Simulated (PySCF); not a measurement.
Fractional electron number in Cu⁻ (copper, charge -1)

The 4s beta orbital of [Ar] 3d10 4s2 is emptied in steps (occupation f), with all orbitals relaxed, ending at [Ar] 3d10 4s1. Computed with PySCF 2.14 in aug-cc-pVTZ-PP with ECP10MDF (6s6p5d3f2g, 88 functions), with a scalar-relativistic core potential. The exact energy is a straight line in f; departures are measured from the line between the end points of the same method.

Task: Among PBE0, r2SCAN, LC-wPBE, which shows the largest delocalisation error (convex curve), and which is closest to linear?

Result: Most convex: r2SCAN (-0.552 eV at f = 0.5); closest to linear: LC-wPBE (0.079 eV).

```tsv
f	PBE0 (eV)	r2SCAN (eV)	LC-wPBE (eV)
1	0.000	0.000	0.000
0.75	-0.303	-0.405	0.067
0.5	-0.417	-0.552	0.079
0.25	-0.321	-0.422	0.053
0	0.000	0.000	0.000
```

| method | E(f=0) − E(f=1) (eV) | −ε at f=1 (eV) | −ε at f=0.5 (eV) |
| --- | --- | --- | --- |
| PBE0 | 1.066 | -0.484 | 1.017 |
| r2SCAN | 1.250 | -0.848 | 1.217 |
| LC-wPBE | 0.816 | 1.236 | 0.781 |

At f = 1 the orbital energy is positive for PBE0, r2SCAN: only the finite basis holds the electron.

Reference removal energy between the ground levels: 1.236 eV (measured; photodetachment measurements, as compiled on the Wikipedia data page of electron affinities).
